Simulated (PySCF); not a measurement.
Compound: C(SnH3)4, CH12Sn4.
Structure used (PBE0-D3(BJ)/def2-SVP), in Å, numbered top down from 1:
```
atom  x, y, z in Å
C1     0.0024   -0.0005   -0.0004
Sn2    0.0968   -1.8942    1.0517
Sn3    1.0396    1.5144    1.1532
Sn4   -2.0730    0.5806   -0.2458
Sn5    0.9316   -0.2015   -1.9481
H6    -1.0606   -1.8918    2.3200
H7     1.6714   -2.1015    1.7045
H8    -0.2467   -3.1686   -0.0469
H9     0.7194    1.2659    2.8219
H10    0.4790    3.0669    0.6799
H11    2.7278    1.3927    0.8650
H12   -2.1879    1.7428   -1.5044
H13   -2.6464    1.2586    1.2240
H14   -3.0034   -0.8061   -0.6457
H15    2.3687   -1.1291   -1.7982
H16   -0.1592   -0.9885   -3.0156
H17    1.3119    1.3593   -2.5549
```

Computed with PBE0-D3(BJ)/def2-SVP geometry optimisation, gas phase, def2 core potentials past Kr (PySCF).

Problem. Which atoms are bound to Sn2, and at what distances?

Solution. 4 atoms: H6 1.717 Å, H7 1.717 Å, H8 1.717 Å, C1 2.168 Å. The nearest atom not counted as bound is Sn4, at 3.54 Å (others tie with it).

Problem. List the angles at Sn2.

Solution. 
| angle | degrees | distance of the outer atoms (Å) |
| --- | --- | --- |
| H6–Sn2–H8 | 109.8 | 2.81 |
| H6–Sn2–H7 | 109.7 | 2.81 |
| H7–Sn2–H8 | 109.7 | 2.81 |
| C1–Sn2–H7 | 109.3 | 3.18 |
| C1–Sn2–H8 | 109.2 | 3.18 |
| C1–Sn2–H6 | 109.1 | 3.18 |

Problem. What is the shape at Sn2?

Solution. Tetrahedral: angles from 109.1° to 109.8°; τ4 = (360° − α − β)/141° = 1.00 with α and β the two widest (0 for a square, 1 for a tetrahedron).

Problem. Give some angles away from the centre.

Solution. Sn2–C1–Sn3 109.3°.

Charge 0, singlet. Not checked by PBE0-D3(BJ)/def2-SVP frequencies.

Hardware: Intel Xeon at 2.50 GHz, one thread, on a shared host. Cost: 21 min wall, 17 min CPU, 0.92 GiB resident at most. This is the geometry optimisation.
